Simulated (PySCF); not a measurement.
C₂H₅O, doublet, at a GFN2-xTB geometry. Base run: BLYP/3-21G (PySCF).

Geometry (Å):
```xyz
8

C      0.0313     1.1819    -0.3385
O      0.2446     0.1093     0.4725
C     -0.1559    -1.1329    -0.0406
H      0.2514     2.1218     0.1257
H     -0.6883     1.1070    -1.1348
H      0.0262    -1.8705     0.7394
H     -1.2205    -1.1303    -0.3020
H      0.4228    -1.3968    -0.9333
```
Charge 0, spin multiplicity 2.
Orbitals are unrestricted.
All else is at PySCF's defaults.

Variants of this job, named by their change:

```tsv
change	E (Eh)	HOMO (eV)	dipole (D)	<S^2>	core-seconds (rough)
base	-153.44409	-2.80	1.43	0.752	3
functional = b3lyp	-153.51104	-4.26	1.51	0.752	4
functional = wb97x	-153.46351	-7.00	1.60	0.753	7
functional = lc_wpbe	-153.40948	-7.52	1.63	0.753	7
functional = pbe0	-153.32848	-4.63	1.55	0.753	4
functional = m06	-153.44089	-4.29	1.53	0.754	5
functional = m06l	-153.49246	-3.23	1.48	0.754	5
functional = b3lyp5	-153.41919	-4.17	1.51	0.753	4
functional = revpbe	-153.45680	-2.98	1.45	0.752	5
functional = bp86	-153.50510	-3.09	1.46	0.752	3
functional = wb97m_v	-153.43564	-6.71	1.57	0.752	200
functional = b97-1	-153.45708	-4.22	1.54	0.753	3
functional = bhandhlyp	-153.41793	-6.09	1.60	0.754	3
```

Total energies compare only within one method and basis.

Open shells are given as the SCF converged; they aren't shown to be the lowest states, and a large step between rows can be another state.
